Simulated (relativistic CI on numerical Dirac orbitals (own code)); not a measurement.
## One change at a time: Ir52+

Base calculation: Dirac-Coulomb-Breit CI, separate exchange-only KLI orbitals for each configuration, model QED (radiative potential, 1s self-energy scaled to tabulated hydrogen-like ionisation energies), unscaled Slater integrals.

Configurations in the expansion (outside the closed core [Ne]): 3s²3p⁶3d⁷, 3s²3p⁵3d⁸, 3s²3p⁴3d⁹, 3s3p⁶3d⁸, 3p⁶3d⁹, 3s3p⁵3d⁹, 3s²3p⁶3d⁶4s, 3s²3p⁶3d⁶4p, 3s²3p⁴3d⁸4s, 3s²3p⁶3d⁶4d, 3s²3p⁴3d⁸4p, 3s²3p⁵3d⁷4s, 3s²3p⁶3d⁶4f, 3s²3p⁴3d⁸4d, 3s3p⁵3d⁸4s, 3s²3p⁵3d⁷4p, 3s3p⁵3d⁸4p, 3s²3p⁵3d⁷4d, 3s²3p⁶3d⁵4s², 3s3p⁵3d⁸4d, 3s3p⁶3d⁷4s, 3p⁶3d⁸4s, 3s²3p⁵3d⁷4f, 3s²3p⁶3d⁵4s4p, 3p⁶3d⁸4p, 3s²3p⁶3d⁶5s, 3s3p⁶3d⁷4p, 3s²3p⁶3d⁵4p², 3s²3p⁶3d⁶5p, 3p⁶3d⁸4d, 3s²3p⁵3d⁶4s², 3s²3p⁶3d⁶5d, 3s²3p⁶3d⁶5f, 3s3p⁶3d⁶4s², 3s²3p⁵3d⁷5s, 3s²3p⁶3d⁶6s. Levels of other configurations are missing.

Variants: (1) configuration mixing switched off. Shifts of the energy above 3s²3p⁶3d⁷ ⁴F9/2, in eV, for the lowest level and the first level of each name with at least 55 % of one term (blank where a level changes its place among those of its configuration and J or its character, or is not in the variant):

```
            Level     Base    Δ(1)
  3s²3p⁶3d⁷ ⁴F9/2    0.000   0.000
  3s²3p⁶3d⁷ ⁴F7/2   79.969  -0.082
  3s²3p⁶3d⁷ ⁴P5/2   93.064  +0.306
 3s²3p⁶3d⁷ ²H11/2   95.962  -0.281
  3s²3p⁶3d⁷ ²F7/2  103.589  +0.415
  3s²3p⁶3d⁷ ²F5/2  108.376  +0.670
  3s²3p⁶3d⁷ ²D3/2  127.904  +1.537
  3s²3p⁶3d⁷ ⁴F5/2  167.594  +0.203
  3s²3p⁶3d⁷ ²H9/2  176.890  -0.151
3s²3p⁵3d⁸ ⁴G°11/2  442.068  -1.573
 3s²3p⁵3d⁸ ²D°5/2  454.605  -0.707
 3s²3p⁵3d⁸ ⁴F°9/2  462.795  -0.767
 3s²3p⁵3d⁸ ⁴G°9/2  531.231  -1.393
3s²3p⁵3d⁸ ²H°11/2  554.265  -1.348
 3s²3p⁵3d⁸ ²G°9/2  573.552  -0.771
 3s²3p⁵3d⁸ ²F°5/2  587.120  +0.745
 3s²3p⁵3d⁸ ⁴D°1/2  643.946  +0.326
  3s²3p⁴3d⁹ ⁴F9/2  923.466  -0.089
  3s²3p⁴3d⁹ ²P1/2  932.246  +1.563
```

At this charge energies of transitions that change n are usually good to better than 1 %, and those within a shell (Δn = 0) to a few per cent.

Ionisation energy from the two ground configurations alone: base 4952.22 eV. The NIST ASD value (theoretical) is 4952 eV.

LS names give the leading component of a level, which can be under half, so a name can repeat, a term be missing and a line seem to break the LS rules.
